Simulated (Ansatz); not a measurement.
Isolated molecules relaxed with PBE0-D4/def2-TZVP in Ansatz; ΔE leaves out vibrations. CBS: MP2 limit from def2 TZ/QZ plus the TZ coupled-cluster correction, frozen cores. This one scheme is used for every species. DFT in def2-TZVPP. B3LYP here is the variant with VWN-RPA as its local correlation; programs differ in this. Each species was taken in one conformer, which may not be the lowest.

`N[SiH2]O[SiH2][SiH3]` + H₂O → `O[SiH2]O[SiH2][SiH3]` + NH₃  (formal hydrolysis of the Si–N bond)

`N[SiH2]O[SiH2][SiH3]`:

```xyz
14

N    -0.318    1.878   -0.551
Si   -1.722    0.957   -0.267
O    -1.435   -0.598    0.172
Si   -0.233   -1.664    0.487
Si    1.900   -0.728    0.200
H     0.167    1.895   -1.432
H     0.183    2.364    0.173
H    -2.505    0.911   -1.524
H    -2.467    1.592    0.845
H    -0.377   -2.837   -0.417
H    -0.367   -2.149    1.888
H     2.120   -0.265   -1.198
H     2.133    0.417    1.121
H     2.920   -1.774    0.501
```

H₂O:

```xyz
3

O     0.016   -0.252   -0.296
H     0.741    0.048    0.256
H    -0.758    0.204    0.040
```

`O[SiH2]O[SiH2][SiH3]`:

```xyz
13

O     2.582   -0.012    0.889
Si    1.762   -0.775   -0.307
O     0.263   -1.222    0.154
Si   -1.221   -0.620    0.530
Si   -1.635    1.419   -0.555
H     2.882   -0.531    1.636
H     1.673    0.219   -1.401
H     2.456   -2.018   -0.719
H    -1.316   -0.432    2.004
H    -2.237   -1.629    0.129
H    -2.985    1.909   -0.162
H    -1.599    1.253   -2.033
H    -0.624    2.440   -0.165
```

NH₃:

Z-matrix (Å, degrees):
```
N
H 1 1.013
H 1 1.013 2 107.1
H 1 1.013 2 107.1 3 -114.5
```

```tsv
level	ΔE (kcal/mol)	difference from CCSD(T)/CBS
PBE-D4	-8.9	0.7
r2SCAN-D4	-10.1	-0.5
PBE0-D4	-8.9	0.7
ωB97X-V	-9.9	-0.3
PBE	-9.9	-0.3
B3LYP	-11.3	-1.7
SCS-MP2/def2-TZVPP	-10.6	-1.0
HF/def2-QZVPP	-12.5	-2.9
SCS-MP2/def2-QZVPP	-10.4	-0.8
MP2/CBS(def2)	-9.4	0.2
CCSD(T)/CBS	-9.6	0
```

Largest T1 diagnostic among the species: 0.012.

The D4 term adds +1.5 kcal/mol with B3LYP and +0.8 kcal/mol with PBE0; it sums over pairs of atoms, weighted by their polarisabilities, and B3LYP, whose exchange is more repulsive, gets the larger term. In def2-TZVPP, CCSD(T) changes the Hartree–Fock value by +2.2 kcal/mol (the triples alone add +0.3 kcal/mol) and MP2 by +2.4 kcal/mol.
